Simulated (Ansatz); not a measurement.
**Question.** Name a neutral molecule of C, Ge, S and H with LUMO energy (PBE/def2-TZVPP) between -0.70 and -0.40 eV and HOMO energy (PBE/def2-TZVPP) between -5.70 and -5.40 eV (Ansatz, PBE0-D4/def2-TZVP geometry).

**Answer.** `C[S][GeH2][CH3]` (-0.42 eV, -5.41 eV). Other molecules can fit too; these were computed, each in one conformer that needn't be the lowest.
